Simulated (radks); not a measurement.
Charge is removed step by step from the 3d up level of the scandium ion Sc2+, starting from [Ar] 3d(up 1, down 0). All-electron calculation, scalar-relativistic Kohn-Sham, LDA (Slater exchange, Perdew-Wang correlation), spin-polarised, spherical densities, finite nucleus; Fermi nuclear charge, rms radius 3.5459 fm. Program: a radial shooting solver on a logarithmic mesh with Libxc functionals.

| removed (e) | E - E(0) (eV) | eigenvalue (eV) | E minus straight line (eV) |
|---|---|---|---|
| 0 | 0.000 | -18.492 | 0.000 |
| 0.25 | 5.027 | -21.751 | -1.297 |
| 0.5 | 10.891 | -25.187 | -1.758 |
| 0.75 | 17.634 | -28.786 | -1.338 |
| 1 | 25.297 | -32.536 | 0.000 |

Removing the whole electron costs 25.297 eV by Delta-SCF, against 18.492 eV from minus the eigenvalue at the starting occupation. Slater's transition state (half an electron removed) gives 25.187 eV. Integrating minus the eigenvalue over the occupation (Janak's theorem) gives 25.296 eV. In this scalar-relativistic scheme the density is built from large components alone, so the theorem holds only approximately. The mean slope of the eigenvalue, de/dn, is 14.0 eV per electron. Ionisation energy of Sc2+ in the NIST Atomic Spectra Database: 24.757 eV (measured).
